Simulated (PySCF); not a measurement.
Cl4Zr, charge -1, doublet, geometry from GFN2-xTB (such geometries of metal compounds can be far from the true shape) (the multiplicity is a formal guess) (core potentials on Zr); DF-M062X/def2-SVP in PySCF.

Here is a job for PySCF.
```python
from pyscf import gto, scf, dft

mol = gto.Mole()
mol.atom = '''
    Zr    0.00000000    0.00000000    0.00000000
    Cl    1.86352882   -0.58540177   -1.27374508
    Cl    0.66962024    0.48253642    2.18096969
    Cl   -1.02067932    1.87758363   -0.93314247
    Cl   -1.51246974   -1.77471829    0.02591786
'''
mol.basis = 'def2-svp'
mol.ecp = {'Zr': 'def2-svp'}
mol.charge = -1
mol.spin = 1
mol.verbose = 4
mol.build()

mf = dft.UKS(mol)
mf.xc = 'm062x'
mf = mf.density_fit(auxbasis='def2-universal-jkfit')
mf.kernel()
mf.analyze()
```

**Question.** Write the output that PySCF gives for this input, abridged.

**Answer.** 
```
PySCF version 2.14.0

[INPUT] verbose = 4
[INPUT] num. atoms = 5
[INPUT] num. electrons = 81
[INPUT] charge = -1
[INPUT] spin (= nelec alpha-beta = 2S) = 1
[INPUT] symmetry False subgroup None
[INPUT] Mole.unit = angstrom
[INPUT] Symbol           X                Y                Z      unit          X                Y                Z       unit  Magmom
[INPUT]  1 Zr     0.000000000000   0.000000000000   0.000000000000 AA    0.000000000000   0.000000000000   0.000000000000 Bohr   0.0
[INPUT]  2 Cl     1.863528820000  -0.585401770000  -1.273745080000 AA    3.521559095034  -1.106249018136  -2.407029353712 Bohr   0.0
[INPUT]  3 Cl     0.669620240000   0.482536420000   2.180969690000 AA    1.265398861066   0.911861678928   4.121435400078 Bohr   0.0
[INPUT]  4 Cl    -1.020679320000   1.877583630000  -0.933142470000 AA   -1.928804375807   3.548118836667  -1.763383703500 Bohr   0.0
[INPUT]  5 Cl    -1.512469740000  -1.774718290000   0.025917860000 AA   -2.858153580292  -3.353731516356   0.048977657135 Bohr   0.0

nuclear repulsion = 426.136605820399
number of shells = 43
number of NR pGTOs = 201
number of NR cGTOs = 103
basis = def2-svp
ecp = {'Zr': 'def2-svp'}

******** <class 'pyscf.df.df_jk.DFUKS'> ********
method = DFUKS
initial guess = minao
damping factor = 0
level_shift factor = 0
DIIS = <class 'pyscf.scf.diis.CDIIS'>
diis_start_cycle = 1
diis_space = 8
diis_damp = 0
SCF conv_tol = 1e-09
SCF conv_tol_grad = None
SCF max_cycles = 50
direct_scf = False
number electrons alpha = 41  beta = 40
XC library pyscf.dft.libxc version 7.1.2
    S. Lehtola, C. Steigemann, M. J. T. Oliveira, and M. A. L. Marques,  SoftwareX 7, 1–5 (2018)
XC functionals = m062x
    Y. Zhao and D. G. Truhlar,  Theor. Chem. Acc. 120, 215 (2008)
    Y. Zhao and D. G. Truhlar,  Theor. Chem. Acc. 120, 215 (2008)
radial grids:
    Treutler-Ahlrichs [JCP 102, 346 (1995); DOI:10.1063/1.469408] (M4) radial grids

becke partition: Becke, JCP 88, 2547 (1988); DOI:10.1063/1.454033
pruning grids: <function nwchem_prune>
grids dens level: 3
symmetrized grids: False
atomic radii adjust function: <function treutler_atomic_radii_adjust>
small_rho_cutoff = 0
Set gradient conv threshold to 3.16228e-05
tot grids = 97912
******** <class 'pyscf.df.df.DF'> ********
auxbasis = def2-universal-jkfit
init E= -1881.39869618116

cycle= 1 E= -1887.10095266289  delta_E= -5.7  |g|= 0.819  |ddm|= 2.99

cycle= 2 E= -1886.83440041234  delta_E= 0.267  |g|= 0.937  |ddm|= 7.13
cycle= 3 E= -1887.475363014  delta_E= -0.641  |g|= 0.172  |ddm|= 6.95
cycle= 4 E= -1887.49475346349  delta_E= -0.0194  |g|= 0.0375  |ddm|= 0.199
cycle= 5 E= -1887.49554338043  delta_E= -0.00079  |g|= 0.0049  |ddm|= 0.0588
cycle= 6 E= -1887.4955725185  delta_E= -2.91e-05  |g|= 0.00156  |ddm|= 0.0117
cycle= 7 E= -1887.49557537171  delta_E= -2.85e-06  |g|= 0.000388  |ddm|= 0.00419
cycle= 8 E= -1887.49557584478  delta_E= -4.73e-07  |g|= 0.000158  |ddm|= 0.00193
cycle= 9 E= -1887.49557600572  delta_E= -1.61e-07  |g|= 0.000102  |ddm|= 0.00126
cycle= 10 E= -1887.49557609847  delta_E= -9.27e-08  |g|= 8.34e-05  |ddm|= 0.00095
cycle= 11 E= -1887.4955762617  delta_E= -1.63e-07  |g|= 5.06e-05  |ddm|= 0.00233
cycle= 12 E= -1887.49557633406  delta_E= -7.24e-08  |g|= 3.2e-05  |ddm|= 0.0019
cycle= 13 E= -1887.49557635019  delta_E= -1.61e-08  |g|= 2.83e-05  |ddm|= 0.000624
cycle= 14 E= -1887.4955763586  delta_E= -8.41e-09  |g|= 2.71e-05  |ddm|= 0.000284
cycle= 15 E= -1887.49557637365  delta_E= -1.5e-08  |g|= 2.63e-05  |ddm|= 0.000479
cycle= 16 E= -1887.4955764346  delta_E= -6.09e-08  |g|= 2.35e-05  |ddm|= 0.00209
cycle= 17 E= -1887.49557654463  delta_E= -1.1e-07  |g|= 1.79e-05  |ddm|= 0.00483
cycle= 18 E= -1887.49557661013  delta_E= -6.55e-08  |g|= 1.34e-05  |ddm|= 0.00452
cycle= 19 E= -1887.49557662926  delta_E= -1.91e-08  |g|= 1.03e-05  |ddm|= 0.00205
cycle= 20 E= -1887.49557663899  delta_E= -9.74e-09  |g|= 7.41e-06  |ddm|= 0.00157
cycle= 21 E= -1887.49557664428  delta_E= -5.28e-09  |g|= 4.27e-06  |ddm|= 0.00144
cycle= 22 E= -1887.49557664539  delta_E= -1.11e-09  |g|= 2.3e-06  |ddm|= 0.000681
cycle= 23 E= -1887.49557664556  delta_E= -1.78e-10  |g|= 1.48e-06  |ddm|= 0.000259
Extra cycle  E= -1887.49557664557  delta_E= -5.91e-12  |g|= 1.21e-06  |ddm|= 1.09e-05
converged SCF energy = -1887.49557664557  <S^2> = 0.75205407  2S+1 = 2.002053
**** SCF Summaries ****
Total Energy =                       -1887.495576645569372
Nuclear Repulsion Energy =             426.136605820398756
One-electron Energy =                -3486.198505403467152
Two-electron Energy =                 1172.566322937499081
Two-electron Coulomb Energy =         1291.874466080726052
DFT Exchange-Correlation Energy =     -119.308143143227070
**** MO energy ****
                             alpha | beta                alpha | beta
MO #1   energy= -102.448325731793  | -102.448064035372  occ= 1 | 1
MO #2   energy= -102.448250860307  | -102.44797913556   occ= 1 | 1
MO #3   energy= -102.448123896829  | -102.447851131759  occ= 1 | 1
MO #4   energy= -102.44791262377   | -102.447636325803  occ= 1 | 1
MO #5   energy= -9.61892183953134  | -9.61883740034091  occ= 1 | 1
MO #6   energy= -9.61883798469819  | -9.61874959915904  occ= 1 | 1
MO #7   energy= -9.61871037020574  | -9.61862178457393  occ= 1 | 1
MO #8   energy= -9.61849882345754  | -9.61840907572398  occ= 1 | 1
MO #9   energy= -7.34260170060498  | -7.34279127818217  occ= 1 | 1
MO #10  energy= -7.34251777278136  | -7.34270087820199  occ= 1 | 1
MO #11  energy= -7.3423874043379   | -7.34257323314935  occ= 1 | 1
MO #12  energy= -7.34217711847048  | -7.34236074733105  occ= 1 | 1
MO #13  energy= -7.34143485400537  | -7.34146339340792  occ= 1 | 1
MO #14  energy= -7.34141900585917  | -7.34138072432198  occ= 1 | 1
MO #15  energy= -7.34136059395662  | -7.34125554047352  occ= 1 | 1
MO #16  energy= -7.34133918868124  | -7.34104847294457  occ= 1 | 1
MO #17  energy= -7.34123315275273  | -7.34030272965952  occ= 1 | 1
MO #18  energy= -7.34121583465519  | -7.34020292833118  occ= 1 | 1
MO #19  energy= -7.34102616939917  | -7.34007143593763  occ= 1 | 1
MO #20  energy= -7.34100424823155  | -7.33985018649211  occ= 1 | 1
MO #21  energy= -2.07675820768751  | -2.05030907152577  occ= 1 | 1
MO #22  energy= -1.19046889206391  | -1.18146623915977  occ= 1 | 1
MO #23  energy= -1.19037312239174  | -1.15081039592746  occ= 1 | 1
MO #24  energy= -1.18998961637237  | -1.14864020551146  occ= 1 | 1
MO #25  energy= -0.725189568302141 | -0.723653897820659 occ= 1 | 1
MO #26  energy= -0.713400356645441 | -0.711797112409798 occ= 1 | 1
MO #27  energy= -0.713309930420713 | -0.711270801933974 occ= 1 | 1
MO #28  energy= -0.713118834931505 | -0.71117233967965  occ= 1 | 1
MO #29  energy= -0.2685201969369   | -0.265990587356023 occ= 1 | 1
MO #30  energy= -0.257035513792177 | -0.254144866584866 occ= 1 | 1
MO #31  energy= -0.25673319911088  | -0.253968863838922 occ= 1 | 1
MO #32  energy= -0.254535767927094 | -0.25151716899398  occ= 1 | 1
MO #33  energy= -0.253442895167657 | -0.24445760582657  occ= 1 | 1
MO #34  energy= -0.246258621115068 | -0.238681533555394 occ= 1 | 1
MO #35  energy= -0.231617116373659 | -0.231417964433986 occ= 1 | 1
MO #36  energy= -0.2309539547388   | -0.227731388470063 occ= 1 | 1
MO #37  energy= -0.230917368530431 | -0.227476656819431 occ= 1 | 1
MO #38  energy= -0.21304071655321  | -0.208921725328153 occ= 1 | 1
MO #39  energy= -0.210459427707157 | -0.208782535772943 occ= 1 | 1
MO #40  energy= -0.210302158619359 | -0.206866176546778 occ= 1 | 1
MO #41  energy= -0.00698732593546936 | 0.151692113076444  occ= 1 | 0
MO #42  energy= 0.152415419321495  | 0.178621257959177  occ= 0 | 0
MO #43  energy= 0.168112138508664  | 0.178639133700373  occ= 0 | 0
MO #44  energy= 0.176087038938354  | 0.178655551307997  occ= 0 | 0
MO #45  energy= 0.176309713325445  | 0.179073331172391  occ= 0 | 0
MO #46  energy= 0.17727759483265   | 0.20052832505634   occ= 0 | 0
MO #47  energy= 0.194849388939037  | 0.201055255929029  occ= 0 | 0
MO #48  energy= 0.195247713018206  | 0.208837223003071  occ= 0 | 0
MO #49  energy= 0.200416673118645  | 0.208879210064112  occ= 0 | 0

spin_pop of  0 Zr 4s        0.00018
spin_pop of  0 Zr 5s        0.00521
spin_pop of  0 Zr 6s        0.00116
spin_pop of  0 Zr 7s        0.00026
spin_pop of  0 Zr 8s       -0.00016
spin_pop of  0 Zr 4px       0.00036
spin_pop of  0 Zr 4py      -0.00358
spin_pop of  0 Zr 4pz      -0.00132
spin_pop of  0 Zr 5px      -0.00016
spin_pop of  0 Zr 5py       0.00165
spin_pop of  0 Zr 5pz       0.00064
spin_pop of  0 Zr 6px      -0.00020
spin_pop of  0 Zr 6py       0.00008
spin_pop of  0 Zr 6pz       0.00039
spin_pop of  0 Zr 4dxy      0.10496
spin_pop of  0 Zr 4dyz      0.18306
spin_pop of  0 Zr 4dz^2     0.26797
spin_pop of  0 Zr 4dxz      0.21734
spin_pop of  0 Zr 4dx2-y2    0.03545
spin_pop of  0 Zr 5dxy      0.01928
spin_pop of  0 Zr 5dyz      0.03298
spin_pop of  0 Zr 5dz^2     0.05054
spin_pop of  0 Zr 5dxz      0.04141
spin_pop of  0 Zr 5dx2-y2   -0.00021
spin_pop of  0 Zr 4f-3     -0.00000
spin_pop of  0 Zr 4f-2      0.00007
spin_pop of  0 Zr 4f-1      0.00011
spin_pop of  0 Zr 4f+0      0.00012
spin_pop of  0 Zr 4f+1      0.00004
spin_pop of  0 Zr 4f+2      0.00015
spin_pop of  0 Zr 4f+3      0.00010
spin_pop of  1 Cl 1s       -0.00000
spin_pop of  1 Cl 2s       -0.00000
spin_pop of  1 Cl 3s        0.00005
spin_pop of  1 Cl 4s        0.00007
spin_pop of  1 Cl 2px      -0.00000
spin_pop of  1 Cl 2py      -0.00000
spin_pop of  1 Cl 2pz       0.00000
spin_pop of  1 Cl 3px      -0.00227
spin_pop of  1 Cl 3py      -0.00072
spin_pop of  1 Cl 3pz       0.00469
spin_pop of  1 Cl 4px       0.00126
spin_pop of  1 Cl 4py       0.00013
spin_pop of  1 Cl 4pz       0.00313
spin_pop of  1 Cl 3dxy      0.00066
spin_pop of  1 Cl 3dyz      0.00028
spin_pop of  1 Cl 3dz^2     0.00248
spin_pop of  1 Cl 3dxz      0.00026
spin_pop of  1 Cl 3dx2-y2    0.00007
spin_pop of  2 Cl 1s       -0.00000
spin_pop of  2 Cl 2s       -0.00000
spin_pop of  2 Cl 3s       -0.00001
spin_pop of  2 Cl 4s       -0.00000
spin_pop of  2 Cl 2px       0.00000
spin_pop of  2 Cl 2py      -0.00000
spin_pop of  2 Cl 2pz      -0.00000
spin_pop of  2 Cl 3px       0.00686
spin_pop of  2 Cl 3py      -0.00184
spin_pop of  2 Cl 3pz      -0.00528
spin_pop of  2 Cl 4px       0.00501
spin_pop of  2 Cl 4py       0.00079
spin_pop of  2 Cl 4pz       0.00078
spin_pop of  2 Cl 3dxy      0.00068
spin_pop of  2 Cl 3dyz      0.00009
spin_pop of  2 Cl 3dz^2     0.00119
spin_pop of  2 Cl 3dxz      0.00230
spin_pop of  2 Cl 3dx2-y2   -0.00000
spin_pop of  3 Cl 1s       -0.00000
spin_pop of  3 Cl 2s       -0.00000
spin_pop of  3 Cl 3s        0.00015
spin_pop of  3 Cl 4s        0.00018
spin_pop of  3 Cl 2px       0.00000
spin_pop of  3 Cl 2py      -0.00000
spin_pop of  3 Cl 2pz      -0.00000
spin_pop of  3 Cl 3px       0.00790
spin_pop of  3 Cl 3py      -0.00482
spin_pop of  3 Cl 3pz      -0.00061
spin_pop of  3 Cl 4px       0.00304
spin_pop of  3 Cl 4py       0.00051
spin_pop of  3 Cl 4pz       0.00030
spin_pop of  3 Cl 3dxy      0.00185
spin_pop of  3 Cl 3dyz      0.00039
spin_pop of  3 Cl 3dz^2     0.00001
spin_pop of  3 Cl 3dxz     -0.00000
spin_pop of  3 Cl 3dx2-y2    0.00142
spin_pop of  4 Cl 1s       -0.00000
spin_pop of  4 Cl 2s       -0.00000
spin_pop of  4 Cl 3s        0.00035
spin_pop of  4 Cl 4s        0.00038
spin_pop of  4 Cl 2px      -0.00000
spin_pop of  4 Cl 2py      -0.00000
spin_pop of  4 Cl 2pz       0.00000
spin_pop of  4 Cl 3px      -0.00076
spin_pop of  4 Cl 3py      -0.00460
spin_pop of  4 Cl 3pz       0.00563
spin_pop of  4 Cl 4px       0.00130
spin_pop of  4 Cl 4py       0.00117
spin_pop of  4 Cl 4pz       0.00362
spin_pop of  4 Cl 3dxy      0.00017
spin_pop of  4 Cl 3dyz      0.00177
spin_pop of  4 Cl 3dz^2     0.00015
spin_pop of  4 Cl 3dxz      0.00070
spin_pop of  4 Cl 3dx2-y2    0.00128
In total            41.00000 | 40.00000

WARN: System has nonzero charge -1; the dipole moment is origin-dependent.
Location of origin: [0. 0. 0.]

Dipole moment(X, Y, Z, Debye): -0.00228,  0.00380, -0.01175
```
